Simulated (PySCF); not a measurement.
**How methods differ on the excitation energy of Tc**

Tc [Kr] 4d5 5s2 (6S) → Tc [Kr] 4d5 5s1 6s1 (8S), as a difference of total energies. All numbers are calculated (PySCF 2.14, the spin-free X2C one-electron Hamiltonian (Gaussian nucleus), in x2c-TZVPPall with one added diffuse shell each of s, p, d, f type (9s7p7d3f1g, 95 functions)). Correlated levels: valence and next inner shell: [Ar] 3d10 frozen. The calculations carry no spin-orbit coupling.

| method | excitation energy (cm⁻¹) |
| --- | --- |
| UHF | 26571 |
| MP2 (valence and next inner shell) | 36097 |
| SCS-MP2 (valence and next inner shell) | 37761 |
| CCSD (valence and next inner shell) | 35902 |
| CCSD(T) (valence and next inner shell) | 36958 |

The promoted electron is Rydberg-like, and one or two diffuse shells describe it only roughly, which tends to raise the upper state.
